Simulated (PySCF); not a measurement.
**Dipole moment and polarisability of `O=C(F)/C(=C/Cl)C(F)(F)F`**

Species: C4HClF4O.
Structure used (GFN2-xTB), in Å, numbered top down from 1:
```xyz
11
C4HClF4O angstrom
O      1.2404   -1.8940    0.6941
C      1.2381   -0.7308    0.5098
F      2.3615   -0.0016    0.7610
C      0.1450    0.1283    0.0205
C      0.3109    1.4560   -0.1200
Cl    -0.8330    2.5646   -0.6524
C     -1.1209   -0.6514   -0.2719
F     -1.5921   -1.2426    0.8325
F     -2.1153    0.0984   -0.7533
F     -0.9025   -1.6140   -1.1745
H      1.2732    1.8897    0.1284
```

Level: wB97X-D/def2-SVPD (PySCF), static field, nuclei fixed, core orbitals frozen in the response. The polarisability tensor in these axes (au):

```
x   64.22 -8.67  6.80
y   -8.67 93.25 -9.71
z    6.80 -9.71 50.88
```

What are the eigenvalues, a third of the trace, and Δα (Δα² = ½Σ(αi − αj)² over the three pairs)?

Principal values 47.23, 62.83 and 98.30 au; mean 69.45 au = 10.29 Å³ = 11.45 × 10⁻⁴⁰ C²·m²/J; Δα = 45.33 au (65 % of the mean).

What is the dipole moment, and where does it point?

(0.33, 3.47, -0.43) D, 3.51 D in size, pointing from the negative to the positive side. Measured along this direction, the outermost atoms are O1 at the negative end and Cl6 at the positive end.

Along which axes do the principal values lie, and how far do the nuclei extend along each?

Largest value along (-0.28, 0.93, -0.23), where the nuclei span 5.05 Å; middle along (0.91, 0.34, 0.24), 4.41 Å; least along (-0.30, 0.14, 0.94), 2.15 Å. The response follows the extents in order.

Refractivity n − 1 of an ideal gas of it at 350 K and 1 atm, from the electronic α?

N = p/kT = 2.0968 × 10¹⁹ cm⁻³, so n − 1 = 2π × N × 10.29 × 10⁻²⁴ cm³ = 1356 × 10⁻⁶ at long wavelengths.

Rayleigh depolarisation ratio (linearly polarised light, static tensor)?

ρ = 3Δα²/(45ᾱ² + 4Δα²) = 6163.6/(217058 + 8218.1) = 0.0274.

Orientational against electronic polarisability at 400 K (dilute gas, rigid molecules)?

In Gaussian units μ²/3kT = 74.32 Å³ against 10.29 Å³, a ratio of 7.22; the Debye molar polarisation (4π/3)N_A(α + μ²/3kT) is 213.4 cm³/mol, leaving out the vibrational part.

Isolated species at its GFN2-xTB geometry (one conformer only).

The run behind these numbers computed excited states as well. On Intel Xeon at 2.50 GHz, one thread, shared host, this took 4.8 min wall, 2.4 min CPU (grids of density and orbitals included) and 0.96 GiB of memory at its peak.
